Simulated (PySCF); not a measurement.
**How methods differ on the excitation energy of Sb**

Sb [Kr] 4d10 5s2 5p3 (4S) → Sb [Kr] 4d10 5s2 5p2 6s1 (4P), as a difference of total energies. All numbers are calculated (PySCF 2.14, a scalar-relativistic core potential, in aug-cc-pwCVDZ-PP with ECP28MDF (6s5p4d1f, 48 functions)). Correlated levels: valence and next inner shell: nothing frozen outside the core potential. The calculations carry no spin-orbit coupling.

```tsv
method	excitation energy (eV)	error (eV)
UHF	5.807	+0.018
MP2 (valence and next inner shell)	5.878	+0.089
SCS-MP2 (valence and next inner shell)	5.825	+0.036
CCSD (valence and next inner shell)	5.807	+0.018
CCSD(T) (valence and next inner shell)	5.795	+0.006
```

Reference: 5.789 eV (measured; NIST levels, between the centres of gravity of the two terms).

Errors of the correlated levels include the incompleteness of this basis.
